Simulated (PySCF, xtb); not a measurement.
TiI₄, SMILES [I][Ti]([I])([I])[I], multiplicity 1.

GFN2-xTB run with xtb at its own geometry gives an orbital gap of 1.57 eV and a dipole moment of 0.00 D.

Coordinates come from a B3LYP-D3(BJ)/def2-SVP optimisation. The multiplicity is an assumed one; no other spin state was optimised. The isomer is the one that the SMILES or the coordinates give; other isomers of the formula were not compared. The def2 effective core potentials stand for the cores of I; spin–orbit coupling is left out.

Task: What does r2SCAN/def2-TZVP (PySCF) give? (An estimate is asked for; the answer gives what the named calculation found.)

Result: gap 2.57 eV (levels -7.01 and -4.44 eV), dipole 0.00 D.
